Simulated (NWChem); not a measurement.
Species: CsCl; SMILES [Cs][Cl]

```xyz
2

Cs     0.0000     0.0000    -0.7078
Cl     0.0000     0.0000     2.2284
```
Atoms are numbered in this order, from 1.

Computed with NWChem. The geometry was optimised at PBE0/def2-SVP. def2 effective core potentials on Cs; no spin-orbit coupling. Static field.

Task: Order these by “anisotropy (bohr³)”, lowest first: PBE/def2-SVPD; BHandHLYP/def2-SVPD; B3LYP/def2-SVPD; Hartree-Fock/def2-SVPD.

Result: Hartree-Fock/def2-SVPD (13.2), BHandHLYP/def2-SVPD (19.2), B3LYP/def2-SVPD (27.1), PBE/def2-SVPD (34.7)
